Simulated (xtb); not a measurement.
Species: C$_{8}$H$_{10}$SSi, SMILES `C=Cc1ccc(S)c([SiH3])c1` (charge 0, multiplicity 1).

Give a relaxed geometry from GFN2-xTB run with xtb 6.7.1.

This is not unique; one that fits is the end point of this relaxation, one of several conformers (outside a Z-matrix the atoms follow the SMILES, hydrogens last).
Z-matrix (Å, degrees):
```
C
H 1 1.0815
C 1 1.3861 2 118.35
C 1 1.3955 2 118.73 3 179.85
C 4 1.3956 1 117.77 2 179.88
H 5 1.0787 4 120.32 1 -179.59
C 5 1.3788 6 118.96 4 -179.74
H 7 1.0818 5 119.78 6 -0.17
C 7 1.3887 8 120.07 5 -179.97
C 4 1.4565 1 119.05 2 -0.05
C 10 1.3281 4 126.81 1 -175.80
H 11 1.0764 10 121.24 4 179.87
H 11 1.0767 12 115.84 10 179.82
H 10 1.0837 11 118.87 12 0.33
S 9 1.7668 7 120.49 8 -0.11
H 15 1.3353 9 96.14 7 -0.55
Si 3 1.8876 1 121.67 2 0.13
H 17 1.4628 3 107.31 1 -1.24
H 17 1.4634 18 110.52 2 119.78
H 17 1.4636 18 110.58 19 122.54
```
